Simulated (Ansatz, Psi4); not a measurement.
Input for Psi4:
```
memory 2 GB

molecule {
-1 2
  Cu   -0.00000000   -0.00000000   -0.36514890
  F     0.00000000    0.00000000    1.17659091
}

set basis def2-tzvp
set reference uks
set scf_type pk
set puream true
set d_convergence 1e-8
set dft_radial_points 99
set dft_spherical_points 590

energy('pbe0')
print_variables()
```

Write the same job for Ansatz (an electronic-structure program).

Several could match; the one computed here: 
Ansatz 0.2 input:
```yaml
crystal:
  periodic: [false, false, false]
  atoms:
    - {symbol: Cu, position_ang: [-0.00000000, -0.00000000, -0.36514890]}
    - {symbol: F, position_ang: [0.00000000, 0.00000000, 1.17659091]}
basis:
  gaussian:
    orbitals: def2-TZVP
hamiltonian:
  xc: pbe0
total_charge: -1
magnetization: {spin_polarized: true, initial_magnetization: 1}
accuracy: high
```

Both were run: Psi4 gave -1740.055165 Eh and Ansatz -1740.055164 Eh, 0.001 mEh apart.
